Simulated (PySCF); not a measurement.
C4H9FO2S.
SMILES with atom numbers: `[CH3:1][S:2](=[O:3])(=[O:4])[CH2:5][CH2:6][CH2:7][F:8]` (hydrogens: H9, H10, H11 on C1; H12, H13 on C5; H14, H15 on C6; H16, H17 on C7)

The geometry is computed with GFN2-xTB (gas phase).

(1) Give the optimised bond lengths and angles.

Results:

(1) 
```
                 bond  length (Å)
                C1–S2       1.817
         S2=O3, S2=O4       1.437
                S2–C5       1.825
                C5–C6       1.520
                C6–C7       1.523
                C7–F8       1.379
C1–H9, C1–H10, C1–H11       1.082
       C5–H12, C5–H13       1.086
       C6–H14, C6–H15       1.092
       C7–H16, C7–H17       1.093
```

Bonds in one row agree within 0.01 Å and their mean is given. A selection of angles:
```
     angle  degrees
  S2–C1–H9    108.4
 H9–C1–H10    111.8
 H9–C1–H11    110.4
  C1–S2–O3    108.4
  C1–S2–O4    108.8
  C1–S2–C5    104.0
  O3–S2–O4    117.3
  O3–S2–C5    109.8
  O4–S2–C5    107.8
  S2–C5–C6    108.3
 S2–C5–H12    108.1
 S2–C5–H13    105.7
 C6–C5–H12    111.8
H12–C5–H13    110.9
  C5–C6–C7    111.4
 C5–C6–H14    110.1
 C7–C6–H14    108.8
H14–C6–H15    108.8
  C6–C7–F8    109.4
 C6–C7–H16    111.5
 F8–C7–H16    106.5
 F8–C7–H17    107.0
H16–C7–H17    110.7
```

Torsions: C1–S2–C5–C6 -176° (antiperiplanar); S2–C5–C6–C7 -78° (synclinal); C5–C6–C7–F8 -68° (synclinal). The mirror-image conformer, all signs reversed, is as good.

S2 (sulfonyl sulfur) is distorted tetrahedral (angles from 104.0° to 117.3°). Of the pairs four or more bonds apart, O3···H17 is among the closest relative to their van der Waals radii: 2.28 Å, 84 % of the sum of Bondi's values.

Point group: C1 (no symmetry element, even within 0.4 Å). Stationary, but not proved a minimum. The numbers are those of one conformer.
